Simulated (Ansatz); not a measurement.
```xyz
8

Si   -0.7860   -1.0842    0.7647
O    -0.0292   -0.2410   -0.4540
B     0.6183    0.9250   -0.4386
S     1.3736    1.6528   -1.8965
H    -1.3598   -2.2930    0.1336
H    -1.8556   -0.2472    1.3585
H     0.2071   -1.4576    1.7998
H     1.8317    2.7452   -1.2673
```

Charge 0, multiplicity 2.

(1) List the B3LYP/def2-TZVPP orbital energies in eV (Ansatz 0.2.0). (Estimate.)

Answers

(1) Ansatz gave: α occupied: -2418.12, -1799.95, -521.51, -216.14, -185.41, -160.68, -160.62, -160.52, -144.40, -99.77, -99.69, -99.69, -28.45, -20.47, -16.51, -13.53, -12.46, -11.73, -11.30, -10.43, -9.62, -9.53, -7.70, -5.35. α empty: -0.66, -0.30, 0.43, 1.15, 1.29, 1.40, 2.48, 2.78. β occupied: -2418.10, -1799.95, -521.44, -216.12, -185.13, -160.67, -160.56, -160.51, -144.40, -99.77, -99.69, -99.69, -28.28, -20.32, -16.43, -13.41, -12.17, -11.67, -11.03, -9.98, -9.53, -9.51, -7.68. β empty: -1.93, -0.20, -0.16, 0.47, 1.16, 1.35, 1.43, 2.65. ⟨S²⟩ = 0.753.

B3LYP here is the variant with VWN-RPA as its local correlation; programs differ in this.
